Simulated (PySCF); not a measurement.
## Pb(NH2)2 relaxed at several levels

Computed with PySCF 2.14.0, def2-SVP on the ligands, density fitting, scalar-relativistic core potentials, no spin-orbit coupling, vacuum. Each row is relaxed at its own level from the same template. Distances are means of the shortest metal–ligand contacts, charges and spins Mulliken's; removal energies are rigid, with the ligand's formal charge and no counterpoise, so too large; for an anion taken off a cation in vacuum most of it is the attraction of opposite charges, and multiply charged cations can part far more cheaply with an electron moved from ligand to metal.

```
level   basis on the metal  point group  M–NH2 (Å)  charge on M (e)  dipole (D)  HOMO–LUMO gap (eV)  removal of one NH2 (eV)  strongest infrared band, degenerate modes summed (cm⁻¹)  unstable modes (below −25 cm⁻¹)
B3LYP  def2-SVP with ECP60           C2      2.161             0.54        0.30                4.34                    10.17                                                      234                                0
```

**Question.** What does the calculation give for PBE, def2-SVP with ECP60?

**Answer.** point group: C2, M–NH2 (Å): 2.175, charge on M (e): 0.46, dipole (D): 0.08, HOMO–LUMO gap (eV): 2.86, removal of one NH2 (eV): 10.34, strongest infrared band, degenerate modes summed (cm⁻¹): 235, unstable modes (below −25 cm⁻¹): 0.
```xyz
7

Pb    1.3007    0.5086   -0.0715
N    -0.0027   -0.0393    1.5807
H     0.1413    0.3635    2.5126
H    -0.9982   -0.2534    1.4526
N    -0.1461   -0.0876   -1.5819
H     0.1596   -0.3072   -2.5360
H    -0.9822   -0.6385   -1.3565
```

Moved off a saddle point of the template and relaxed again: B3LYP, PBE. One start shape was tried for each, so a minimum needn't be the lowest isomer.
